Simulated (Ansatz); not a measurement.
This geometry of C2H4ClNSi (9 atoms, charge 0, multiplicity 1) is a first-order saddle point.

Level of theory: RKS PBE-D4/def2-mTZVP in Ansatz.

```xyz
9
Properties=species:S:1:pos:R:3
N -0.560 0.871 -1.708
C -0.447 0.204 -0.704
Si 0.803 -1.152 0.212
C -0.444 0.205 0.751
Cl -0.336 1.749 1.727
H -0.611 1.474 -2.504
H 2.197 -0.631 0.041
H 0.798 -2.391 1.067
H -1.311 -0.376 1.102
```

(1) Which two structures does it join? (They come from a converged band through this point; their orientation in space is the band's.)

(2) How far does it lie above each of them?

## Answers

(1) No bond is made or broken. The dihedral H6–N1–C2–C4 changes from -12 to 171° by way of a nearly straight angle H6–N1–C2 (up to 176°), not by a turn about the bond.

Image 0:

```xyz
9
Properties=species:S:1:pos:R:3
N -0.409 0.591 -1.886
C -0.297 0.029 -0.753
Si 0.802 -1.105 0.264
C -0.407 0.325 0.699
Cl -0.144 1.989 1.334
H -0.848 1.528 -1.778
H 2.264 -0.841 0.153
H 0.436 -2.452 0.793
H -1.307 -0.111 1.157
```

Image 8:

```xyz
9
Properties=species:S:1:pos:R:3
N -0.690 1.057 -1.565
C -0.409 0.259 -0.620
Si 0.747 -1.013 0.192
C -0.409 0.361 0.856
Cl -0.045 1.902 1.703
H -0.428 0.658 -2.481
H 2.201 -0.736 0.017
H 0.413 -2.418 0.574
H -1.292 -0.115 1.306
```

(2) 21.9 kcal/mol above the first and 22.7 kcal/mol above the second. This is the barrier of this one path; another mechanism may lie lower.

The run took 5 min on 2 threads of Arm Neoverse N1 (shared host), peak memory 0.15 GiB.
